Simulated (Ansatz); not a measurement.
Molecular dynamics of AlF$_{2}$H$_{3}$OSi

input.yaml

```yaml
crystal:
  periodic: [false, false, false]
  atoms:
    - { symbol: Al, position_ang: [-0.012764, 0.019082, 0.093909] }
    - { symbol: O, position_ang: [0.14103, -0.403482, 1.723469] }
    - { symbol: Si, position_ang: [-1.282485, -0.484705, 2.637288] }
    - { symbol: H, position_ang: [-2.22281, -1.473783, 2.133157] }
    - { symbol: H, position_ang: [-0.912517, -0.862233, 3.98561] }
    - { symbol: H, position_ang: [-1.986243, 0.78701, 2.701347] }
    - { symbol: F, position_ang: [1.342273, 0.106748, -0.802263] }
    - { symbol: F, position_ang: [-1.469483, 0.330663, -0.569518] }
basis:
  gaussian: { orbitals: STO-3G }
hamiltonian:
  xc: r2scan
  dispersion: d4
md:
  timestep: 0.5
  n_steps: 500
  ensemble: nve
  temperature: 2000.0
  initial_velocities: maxwell_boltzmann
  seed: 349742
  masses: [{ species: H, mass: 2.014 }]
```

Run as:

```bash
$ ansatz run input.yaml --threads 1 --pin off --max-ram 2048MiB --backend cpu --events-out ev --progress --plain --runs-dir out
```

It starts from a relaxed structure.

Output, in part (step lines, the closing report, with atoms numbered from 0):

```
md step     0: t =     0.00 fs  T =  2000.0 K  F+E_penalty+E_count = -21726.26682227 eV  E_kin = 1.551120 eV  conserved = -21724.71570228 eV  (22 SCF iters)
md step     1: t =     0.50 fs  T =  1989.8 K  F+E_penalty+E_count = -21726.25893104 eV  E_kin = 1.543242 eV  conserved = -21724.71568931 eV  (25 SCF iters)
md step     2: t =     1.00 fs  T =  1959.8 K  F+E_penalty+E_count = -21726.23558169 eV  E_kin = 1.519953 eV  conserved = -21724.71562874 eV  (25 SCF iters)
md step     3: t =     1.50 fs  T =  1911.2 K  F+E_penalty+E_count = -21726.19778189 eV  E_kin = 1.482256 eV  conserved = -21724.71552634 eV  (25 SCF iters)
md step     4: t =     2.00 fs  T =  1846.2 K  F+E_penalty+E_count = -21726.14721463 eV  E_kin = 1.431826 eV  conserved = -21724.71538897 eV  (25 SCF iters)
md step     5: t =     2.50 fs  T =  1767.6 K  F+E_penalty+E_count = -21726.08612631 eV  E_kin = 1.370902 eV  conserved = -21724.71522432 eV  (25 SCF iters)
md step     6: t =     3.00 fs  T =  1679.0 K  F+E_penalty+E_count = -21726.01719046 eV  E_kin = 1.302145 eV  conserved = -21724.71504500 eV  (25 SCF iters)
md step     7: t =     3.50 fs  T =  1584.0 K  F+E_penalty+E_count = -21725.94331314 eV  E_kin = 1.228449 eV  conserved = -21724.71486416 eV  (24 SCF iters)
[... lines left out ...]
md step   497: t =   248.50 fs  T =  1061.4 K  F+E_penalty+E_count = -21725.53776371 eV  E_kin = 0.823216 eV  conserved = -21724.71454727 eV  (26 SCF iters)
md step   498: t =   249.00 fs  T =  1081.8 K  F+E_penalty+E_count = -21725.55354221 eV  E_kin = 0.838962 eV  conserved = -21724.71458008 eV  (27 SCF iters)
md step   499: t =   249.50 fs  T =  1102.3 K  F+E_penalty+E_count = -21725.56954126 eV  E_kin = 0.854931 eV  conserved = -21724.71460979 eV  (26 SCF iters)
md step   500: t =   250.00 fs  T =  1122.6 K  F+E_penalty+E_count = -21725.58527040 eV  E_kin = 0.870635 eV  conserved = -21724.71463509 eV  (25 SCF iters)
Total energy: -21725.58527573 eV, -798.4005327526 hartree
Atom 0 at     0.039141    -0.255533     0.109187 Å, force     0.723222     2.360291    -2.084717 eV/Å
Atom 1 at     0.146379     0.161905     1.740356 Å, force    -0.453477     0.067098     1.242513 eV/Å
Atom 2 at    -1.246545    -0.365159     2.604281 Å, force    -0.834328    -1.576272    -0.058208 eV/Å
Atom 3 at    -1.253187    -0.458440     4.057870 Å, force     0.853900     0.526685    -0.138626 eV/Å
Atom 4 at    -2.548285     0.276508     2.362754 Å, force     0.598570     0.120238    -0.387320 eV/Å
Atom 5 at    -1.402526    -1.785079     2.234690 Å, force    -0.233643     0.444565     0.063133 eV/Å
Atom 6 at     1.229688     0.575713    -0.791672 Å, force    -1.491983    -1.576704     1.095013 eV/Å
Atom 7 at    -1.479509    -0.356830    -0.549765 Å, force     0.837739    -0.365901     0.268212 eV/Å
Dipole moment:     0.073991    -0.255640    -0.036494 e Å
```

The steps, from the saved trajectory:

| time (fs) | T (K) | potential energy less start (eV) | conserved less start (meV/atom) |
| --- | --- | --- | --- |
| 0.0 | 2000 | 0.000 | 0.00 |
| 8.0 | 949 | 0.816 | 0.20 |
| 16.0 | 1356 | 0.500 | 0.05 |
| 24.0 | 783 | 0.945 | 0.19 |
| 32.0 | 1209 | 0.614 | 0.08 |
| 40.0 | 407 | 1.238 | 0.23 |
| 48.0 | 1249 | 0.583 | 0.08 |
| 56.0 | 1065 | 0.726 | 0.18 |
| 64.0 | 1440 | 0.435 | 0.06 |
| 72.0 | 1022 | 0.760 | 0.17 |
| 80.0 | 1588 | 0.320 | 0.03 |
| 88.0 | 813 | 0.922 | 0.18 |
| 96.0 | 952 | 0.813 | 0.07 |
| 104.0 | 523 | 1.147 | 0.20 |
| 112.0 | 1217 | 0.608 | 0.09 |
| 120.0 | 871 | 0.877 | 0.17 |
| 128.0 | 1262 | 0.573 | 0.09 |
| 136.0 | 1207 | 0.616 | 0.12 |
| 144.0 | 1321 | 0.527 | 0.11 |
| 152.0 | 916 | 0.842 | 0.13 |
| 160.0 | 975 | 0.796 | 0.14 |
| 168.0 | 1177 | 0.639 | 0.13 |
| 176.0 | 987 | 0.786 | 0.13 |
| 184.0 | 1039 | 0.747 | 0.11 |
| 192.0 | 915 | 0.843 | 0.17 |
| 200.0 | 1322 | 0.527 | 0.12 |
| 208.0 | 1140 | 0.668 | 0.13 |
| 216.0 | 821 | 0.916 | 0.16 |
| 224.0 | 1333 | 0.518 | 0.10 |
| 232.0 | 1203 | 0.619 | 0.14 |
| 240.0 | 1154 | 0.657 | 0.12 |
| 248.0 | 1042 | 0.744 | 0.15 |

All steps were run. The conserved energy stayed within 0.23 meV per atom of its start (net change 0.13 meV per atom), so the integration is sound. Over the second half the temperature averaged 0.55 of the 2000 K drawn at the start: a run that starts near a minimum puts about half its kinetic energy into the potential. A run of 0.25 ps of so small a system gives no equilibrium averages. Limits of this set-up: minimal basis.

The same pairs are bonded in the first frame and the last. Pairs count as bonded within 1.25 times the sum of covalent radii (0.12 Å more for H–H).

Last frame:

```xyz
8
Properties=species:S:1:pos:R:3
Al 0.039 -0.256 0.109
O 0.146 0.162 1.740
Si -1.246 -0.365 2.604
H -1.253 -0.458 4.058
H -2.548 0.277 2.363
H -1.403 -1.785 2.235
F 1.230 0.576 -0.792
F -1.480 -0.357 -0.550
```

Run time: 21 min on 1 thread of Arm Neoverse V2 (shared host), peak memory 0.11 GiB.
